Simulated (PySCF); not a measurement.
How methods differ on the excitation energy of Ti

Ti [Ar] 3d2 4s2 (3F) → Ti [Ar] 3d1 4s2 5s1 (3D), as a difference of total energies. Calculation: PySCF 2.14, in aug-cc-pwCVTZ; the non-relativistic Hamiltonian (point nucleus). Correlated levels: valence: [Ar] frozen; valence and next inner shell: [Ne] frozen; nothing frozen. The calculations carry no spin-orbit coupling.

```json
{"method": "UHF", "excitation energy (eV)": "7.304"}
{"method": "LDA", "excitation energy (eV)": "8.274"}
{"method": "PBE", "excitation energy (eV)": "8.187"}
{"method": "PBE0", "excitation energy (eV)": "8.097"}
{"method": "r2SCAN", "excitation energy (eV)": "8.565"}
{"method": "wB97X-V", "excitation energy (eV)": "8.071"}
{"method": "wB97M-V", "excitation energy (eV)": "7.996"}
{"method": "BP86", "excitation energy (eV)": "8.253"}
{"method": "MP2 (valence)", "excitation energy (eV)": "7.383"}
{"method": "SCS-MP2 (valence)", "excitation energy (eV)": "7.261"}
{"method": "MP2 (valence and next inner shell)", "excitation energy (eV)": "7.564"}
{"method": "SCS-MP2 (valence and next inner shell)", "excitation energy (eV)": "7.480"}
{"method": "MP2 (all electrons)", "excitation energy (eV)": "7.575"}
{"method": "SCS-MP2 (all electrons)", "excitation energy (eV)": "7.485"}
```

How much does correlation contribute at MP2 (all electrons)?

7.575 − (7.304) = 0.271 eV, measured against UHF.

The upper state lies above the first ionisation limit, where it may autoionise and the basis confines it. A Rydberg-like electron needs more diffuse functions than a valence basis has.

The promoted electron is Rydberg-like, and one or two diffuse shells describe it only roughly, which tends to raise the upper state.
